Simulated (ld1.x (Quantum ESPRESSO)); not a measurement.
Transferability test, TM semilocal potential for N (Z = 7)

```
Element                 : N
Generator               : ld1.x (Quantum ESPRESSO) 7.5
Type                    : norm-conserving Troullier–Martins (semilocal form)
Functional              : PBE
Relativity              : scalar-relativistic
Frozen core             : [He]
Valence charge          : 5
Reference configuration : 2s1.75 2p3.25
Partial waves           : 2s (bound): rc 0.75 bohr; 2p (bound): rc 1.65 bohr; 3d channel at 0.35 Ry: rc 1.45 bohr
Local potential         : the d channel
Core correction         : a·sin(br)/r model core, default radius (core density twice the valence density)
```

Energies are relative to the spin-unpolarised reference configuration 2s1.75 2p3.25; without spin polarisation the order of configurations can differ from experiment.

| valence configuration | charge | ΔE all-electron (eV) | error AE − PS (meV) |
| --- | --- | --- | --- |
| 2s2 2p3 | 0 | -2.874 | +0.2 |
| 2s2 2p2 | +1 | 10.717 | +20 |
| 2s2 2p0 | +3 | 86.653 | +902 |
| 2s1 2p4 | 0 | 8.633 | +2.6 |
| 2s2 2p3.3 | -0.3 | -4.493 | -1.6 |
| 2s0 2p5 | 0 | 20.167 | +14 |

Q: What are ΔE and the potential's error for 2s2 2p1?

A: ΔE = 39.571 eV all-electron; the error (AE − PS) is +192 meV.
